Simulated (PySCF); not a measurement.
M06-L on O- (oxygen, charge -1), [He] 2s2 2p5, 2P determinant. Calculation: PySCF 2.14, in aug-cc-pwCVDZ; the non-relativistic Hamiltonian (point nucleus).

```
cycle= 1 E= -75.116292475182  delta_E= -0.00434  |g|= 0.016  |ddm|= 0.148
cycle= 2 E= -75.1163376333586  delta_E= -4.52e-05  |g|= 0.0139  |ddm|= 0.0393
cycle= 3 E= -75.1163842660932  delta_E= -4.66e-05  |g|= 0.011  |ddm|= 0.0271
cycle= 4 E= -75.1164282432832  delta_E= -4.4e-05  |g|= 0.00141  |ddm|= 0.0114
cycle= 5 E= -75.1164290153652  delta_E= -7.72e-07  |g|= 0.000112  |ddm|= 0.00185
cycle= 6 E= -75.1164290255161  delta_E= -1.02e-08  |g|= 1.91e-05  |ddm|= 0.000285
cycle= 7 E= -75.1164290260239  delta_E= -5.08e-10  |g|= 1.38e-06  |ddm|= 8.56e-05
converged SCF energy = -75.1164290260239  <S^2> = 0.76648929  2S+1 = 2.0164219
```

Highest occupied orbital energy: 2.758 eV; ⟨L²⟩ = 2.03; populations by l: s 4.00, p 5.00, d 0.00.

Problem. Can this result be used?

Solution. With care. Self-consistency was reached. At M06-L the highest occupied level has a positive energy, so only the finite basis holds that electron; in a semilocal or global hybrid functional this comes from self-interaction and does not mean that the real anion is unbound.
